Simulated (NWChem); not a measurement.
Molecule: SeBrF; SMILES F[Se]Br

```xyz
3

Se     0.4003     0.9338     0.0000
F     -1.2295     1.5911     0.0000
Br    -0.0727    -1.3163     0.0000
```
Atoms are numbered in this order, from 1.

All runs: NWChem. All runs use the structure optimised with PBE0/def2-SVP.

**Question.** Taking PBE/cc-pVQZ as the yardstick, which of these has the fewest basis functions while keeping “highest occupied level (eV)” within 0.2 eV of it: PBE/aug-cc-pVDZ; PBE/aug-cc-pVTZ; PBE/cc-pVTZ; PBE/cc-pVDZ?

**Answer.** PBE/aug-cc-pVDZ.
```
level            basis functions  highest occupied level (eV)  relative time (rough)
---------------  ---------------  ---------------------------  ---------------------
PBE/cc-pVDZ                   68                        -5.50                      1
PBE/aug-cc-pVDZ               95                        -5.79                      1
PBE/cc-pVTZ                  116                        -5.68                      3
PBE/aug-cc-pVTZ              164                        -5.78                      5
PBE/cc-pVQZ                  191                        -5.73                      2
```

The yardstick is one finite set, not the basis-set limit.
